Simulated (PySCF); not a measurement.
H$_{2}$Be, charge -1, doublet, at the geometry of the source list (a state made from the parent by changing its charge; the spin is typed, not shown lowest); PySCF with DF-PBE0/6-311++G**.

Input for PySCF:
```python
from pyscf import gto, scf, dft
import numpy

mol = gto.M(
    atom='''
Be    0.00000000    0.00000000    0.00000000
H     0.53390000   -0.70850000    0.92260000
H    -0.53390000    0.70850000   -0.92260000
''',
    basis='6-311++g**',
    charge=-1,
    spin=1,
    verbose=4,
)
print('smallest overlap eigenvalue', numpy.linalg.eigvalsh(mol.intor('int1e_ovlp'))[0])

mf = dft.UKS(mol)
mf.xc = 'pbe0'
mf = mf.density_fit(auxbasis='def2-universal-jkfit')
mf = scf.addons.remove_linear_dep_(mf, threshold=1e-2, lindep=1e-2)
mf.kernel()
mf.analyze()
```

Task: What does PySCF print? Leave out banner, timings and long lists.

Result: 
```
PySCF version 2.14.0

[INPUT] verbose = 4
[INPUT] num. atoms = 3
[INPUT] num. electrons = 7
[INPUT] charge = -1
[INPUT] spin (= nelec alpha-beta = 2S) = 1
[INPUT] symmetry False subgroup None
[INPUT] Mole.unit = angstrom
[INPUT] Symbol           X                Y                Z      unit          X                Y                Z       unit  Magmom
[...]
nuclear repulsion = 3.51426881040218
number of shells = 20
number of NR pGTOs = 53
number of NR cGTOs = 36
basis = 6-311++g**
ecp = {}
input.py:20: DeprecationWarning: remove_linear_dep_ is deprecated and will be removed in a future release. Linear dependency handling is now built into the SCF procedure by default. Linear dependency removal can be controlled using the following settings:
  pyscf.scf.hf.remove_overlap_zero_eigenvalue = True
  pyscf.scf.hf.overlap_zero_eigenvalue_threshold = 1e-6

  mf = scf.addons.remove_linear_dep_(mf, threshold=1e-2, lindep=1e-2)
smallest overlap eigenvalue 0.002814341291999008
Applying remove_linear_dep_ on SCF object.
Using canonical orthogonalization with threshold 0.01

******** <class 'pyscf.df.df_jk.DFUKS'> ********
method = DFUKS
initial guess = minao
damping factor = 0
level_shift factor = 0
DIIS = <class 'pyscf.scf.diis.CDIIS'>
diis_start_cycle = 1
diis_space = 8
diis_damp = 0
SCF conv_tol = 1e-09
SCF conv_tol_grad = None
SCF max_cycles = 50
direct_scf = False
number electrons alpha = 4  beta = 3
XC library pyscf.dft.libxc version 7.1.2
    S. Lehtola, C. Steigemann, M. J. T. Oliveira, and M. A. L. Marques,  SoftwareX 7, 1–5 (2018)
XC functionals = pbe0
    C. Adamo and V. Barone,  J. Chem. Phys. 110, 6158 (1999)
    M. Ernzerhof and G. E. Scuseria,  J. Chem. Phys. 110, 5029 (1999)
radial grids:
    Treutler-Ahlrichs [JCP 102, 346 (1995); DOI:10.1063/1.469408] (M4) radial grids

becke partition: Becke, JCP 88, 2547 (1988); DOI:10.1063/1.454033
pruning grids: <function nwchem_prune>
grids dens level: 3
symmetrized grids: False
atomic radii adjust function: <function treutler_atomic_radii_adjust>
small_rho_cutoff = 0
Set gradient conv threshold to 3.16228e-05
tot grids = 33344
******** <class 'pyscf.df.df.DF'> ********
auxbasis = def2-universal-jkfit
init E= -15.7022049942042

cycle= 1 E= -15.8079078665026  delta_E= -0.106  |g|= 0.151  |ddm|= 0.938
cycle= 2 E= -15.8410347710815  delta_E= -0.0331  |g|= 0.117  |ddm|= 0.997
cycle= 3 E= -15.8576594985754  delta_E= -0.0166  |g|= 0.015  |ddm|= 0.248
[...]
SCF not converged.
Total Energy =                         -15.858536082855144
[...]
Two-electron Energy =                    8.982990967123076
Two-electron Coulomb Energy =           12.636346741714545
DFT Exchange-Correlation Energy =       -3.653355774591470
**** MO energy ****
                             alpha | beta                alpha | beta
[...]
To work with the spin densities directly, `use mulliken_meta_spin()` only printing them here.

 ** Mulliken spin pop alpha/beta on meta-lowdin orthogonal AOs **
 ** Mulliken Spin Density (per AO)  **
spin_pop of  0 Be 1s       -0.00000
spin_pop of  0 Be 2s        0.02311
spin_pop of  0 Be 3s       -0.00021
spin_pop of  0 Be 4s       -0.00001
spin_pop of  0 Be 5s        0.00005
spin_pop of  0 Be 2px       0.15144
spin_pop of  0 Be 2py       0.25261
spin_pop of  0 Be 2pz       0.02672
spin_pop of  0 Be 3px       0.13734
spin_pop of  0 Be 3py       0.22928
spin_pop of  0 Be 3pz       0.02344
spin_pop of  0 Be 4px       0.00357
spin_pop of  0 Be 4py       0.00595
spin_pop of  0 Be 4pz       0.00054
spin_pop of  0 Be 5px       0.05633
spin_pop of  0 Be 5py       0.09404
spin_pop of  0 Be 5pz       0.00969
spin_pop of  0 Be 3dxy     -0.00020
spin_pop of  0 Be 3dyz     -0.00006
spin_pop of  0 Be 3dz^2    -0.00007
spin_pop of  0 Be 3dxz      0.00017
spin_pop of  0 Be 3dx2-y2    0.00002
spin_pop of  1 H 1s       -0.01258
spin_pop of  1 H 2s        0.00022
spin_pop of  1 H 3s        0.00003
spin_pop of  1 H 4s       -0.00001
spin_pop of  1 H 2px       0.00191
spin_pop of  1 H 2py       0.00318
spin_pop of  1 H 2pz       0.00038
spin_pop of  2 H 1s       -0.01258
spin_pop of  2 H 2s        0.00022
spin_pop of  2 H 3s        0.00003
spin_pop of  2 H 4s       -0.00001
spin_pop of  2 H 2px       0.00191
spin_pop of  2 H 2py       0.00318
spin_pop of  2 H 2pz       0.00038
 ** Mulliken Spin Density (per atom)  **
spin density of  0 Be =      1.01375
spin density of  1 H =     -0.00687
spin density of  2 H =     -0.00687
 ** Mulliken pop alpha/beta on meta-lowdin orthogonal AOs **
 ** Mulliken pop       alpha | beta **
[...]
In total             4.00000 | 3.00000
 ** Mulliken atomic charges   ( Nelec_alpha | Nelec_beta ) **
charge of  0Be =      0.03501  (     2.48937      1.47562 )
charge of  1H =     -0.51751  (     0.75532      0.76219 )
charge of  2H =     -0.51751  (     0.75532      0.76219 )

WARN: System has nonzero charge -1; the dipole moment is origin-dependent.
Location of origin: [0. 0. 0.]

Dipole moment(X, Y, Z, Debye): -0.00000, -0.00000,  0.00000
```

The run did not converge; its last values are not results.
